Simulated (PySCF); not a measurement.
Species: 1,4,4-trimethyl-1,2,3,4-tetrahydrophosphinoline-1-oxide (`c1cccc2[P@@](C)(=O)CCC(c12)(C)C`). The columns A, B, C and D hold Mulliken, IAO, Hirshfeld and ESP-fitted charges (e) of one PBE0/pcSseg-1 density (PySCF), in a shuffled order. Coordinates in Å (PBE0-D3(BJ)/def2-SVP); the density's dipole moment is (-3.45, -1.24, -2.80) D.

```
atom       x       y       z       A       B       C       D
  C1  -1.948  -1.151  -1.318  -0.137  -0.401  -0.673  -0.114
  C2  -0.911  -0.971  -0.202  -0.599  +0.040  +0.498  +0.024
  C3  -1.530  -1.413   1.135  -0.119  -0.402  -0.527  -0.116
  C4   0.270  -1.895  -0.552  -0.155  -0.247  -0.114  -0.065
  C5   1.498  -1.786   0.343  -0.398  -0.520  -0.434  -0.113
  P6   2.269  -0.156   0.169  +0.960  +1.521  +0.915  +0.420
  C7   2.953  -0.114  -1.517  -0.452  -0.682  -0.686  -0.163
  O8   3.284   0.235   1.199  -0.613  -0.926  -0.667  -0.415
  C9   0.816   0.937   0.129  -0.461  -0.295  -0.157  -0.062
 C10   1.099   2.290   0.365  -0.037  -0.132  -0.141  -0.041
 C11   0.086   3.240   0.376  -0.052  -0.152  -0.160  -0.048
 C12  -1.229   2.826   0.167  -0.057  -0.138  -0.121  -0.043
 C13  -1.515   1.481  -0.039  -0.057  -0.157  -0.213  -0.049
 C14  -0.509   0.503  -0.065  +0.065  +0.007  +0.012  +0.013
 H15  -2.179  -2.220  -1.446  +0.114  +0.134  +0.158  +0.041
 H16  -1.568  -0.766  -2.277  +0.117  +0.138  +0.152  +0.038
 H17  -2.895  -0.639  -1.099  +0.120  +0.132  +0.178  +0.039
 H18  -1.844  -2.468   1.086  +0.111  +0.131  +0.131  +0.040
 H19  -2.415  -0.805   1.376  +0.117  +0.138  +0.132  +0.039
 H20  -0.822  -1.301   1.968  +0.122  +0.139  +0.143  +0.039
 H21   0.562  -1.710  -1.600  +0.127  +0.123  +0.051  +0.034
 H22  -0.105  -2.932  -0.532  +0.127  +0.136  +0.070  +0.042
 H23   2.246  -2.558   0.103  +0.156  +0.156  +0.155  +0.053
 H24   1.252  -1.903   1.410  +0.166  +0.158  +0.128  +0.051
 H25   3.298   0.912  -1.710  +0.160  +0.169  +0.192  +0.054
 H26   2.228  -0.402  -2.290  +0.145  +0.152  +0.173  +0.045
 H27   3.825  -0.784  -1.547  +0.158  +0.164  +0.200  +0.054
 H28   2.135   2.576   0.567  +0.100  +0.164  +0.167  +0.051
 H29   0.317   4.292   0.559  +0.098  +0.154  +0.148  +0.054
 H30  -2.042   3.555   0.176  +0.095  +0.152  +0.144  +0.052
 H31  -2.558   1.185  -0.174  +0.077  +0.141  +0.146  +0.047
```

Problem. Which column most likely holds the ESP-fitted charges?

Solution. C. Σ q r misses the density's dipole by 0.03 D (C), 0.96 D (B), 1.06 D (D), 1.15 D (A). Charges fitted to the outside potential are the only set here that is tied to the molecule's multipoles.

Problem. And the Hirshfeld charges?

Solution. D. The mean sizes are 0.079 e (D), 0.202 e (A), 0.251 e (C), 0.261 e (B), and Hirshfeld charges are commonly the smallest of these schemes.

As computed, A = Mulliken, B = IAO, C = ESP-fitted, D = Hirshfeld. Hydrogens on carbon: Mulliken +0.08 to +0.17, IAO +0.12 to +0.17, ESP-fitted +0.05 to +0.20, Hirshfeld +0.03 to +0.05 e.

The IAO scheme counts the electrons in orthogonalised intrinsic atomic orbitals, a minimal basis polarised so that it spans the occupied orbitals exactly. The ESP scheme is a least-squares fit of atom-centred charges to the potential on four shells outside the van der Waals surface, with the total charge fixed.

Isolated species at its PBE0-D3(BJ)/def2-SVP geometry (one conformer only).

These values come from a run that also computed NMR shieldings. On an Arm Neoverse V2 with one thread, no GPU, shared host with 96 logical CPUs at a one-minute load of 8.3, this took 1.8 min of wall time and 2.0 GiB of memory at its peak.
